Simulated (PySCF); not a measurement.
A calculated (UHF, PySCF 2.14, x2c-SVPall, scalar relativity by spin-free X2C-1e) atom or ion has these occupied shells.

| shell | electrons | orbital energy (eV) | rms radius, mean of both spins (bohr) |
| --- | --- | --- | --- |
| 1s α | 1 | -945.30 | 0.182 |
| 1s β | 1 | -941.49 | 0.182 |
| 2s α | 1 | -98.383 | 0.918 |
| 2s β | 1 | -85.689 | 0.918 |
| 2p α | 3 | -70.204 | 0.916 |
| 2p β | 1 | -64.105 | 0.916 |

Question: Name the element and its charge.

Answer: Ne²⁺ (neon, charge +2), in [He] 2s2 2p4, high-spin 3P determinant.
